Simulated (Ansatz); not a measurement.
`[CH3][Al]([CH3])[Br]`. Total charge 0; spin multiplicity 1. All single points use the PBE0-D4/def2-TZVP geometry.

```xyz
10

C     1.424    0.204   -0.987
Al   -0.124   -0.589   -0.121
C    -1.309    0.351    1.099
Br   -0.579   -2.774   -0.563
H     2.129    0.588   -0.242
H     1.125    1.058   -1.603
H     1.956   -0.505   -1.624
H    -1.729    1.242    0.621
H    -2.136   -0.273    1.443
H    -0.758    0.699    1.978
```

(1) What is the dipole moment at B3LYP/def2-TZVPP? (Best estimate.)

(2) And with PBE, r2SCAN, ωB97M-V? (An estimate is asked.)

(3) Give the Mulliken charges with B3LYP, PBE, ωB97M-V in def2-TZVPP. (Best estimate.)

Answers

(1) Ansatz gave: 2.14 D, with components (0.43, 2.05, 0.42) D in this frame, pointing from negative to positive charge.

(2) Computed: PBE 2.10 D, r2SCAN 2.17 D, ωB97M-V 2.18 D.

(3) Ansatz gave: 
| atom | B3LYP | PBE | ωB97M-V |
| --- | --- | --- | --- |
| C1 | -0.44 | -0.43 | -0.51 |
| Al2 | 0.57 | 0.51 | 0.59 |
| C3 | -0.44 | -0.43 | -0.51 |
| Br4 | -0.28 | -0.26 | -0.25 |
| H5 | 0.09 | 0.10 | 0.11 |
| H6 | 0.09 | 0.10 | 0.11 |
| H7 | 0.11 | 0.11 | 0.12 |
| H8 | 0.09 | 0.10 | 0.11 |
| H9 | 0.11 | 0.11 | 0.12 |
| H10 | 0.09 | 0.10 | 0.11 |

B3LYP here is the variant with VWN-RPA as its local correlation; programs differ in this.
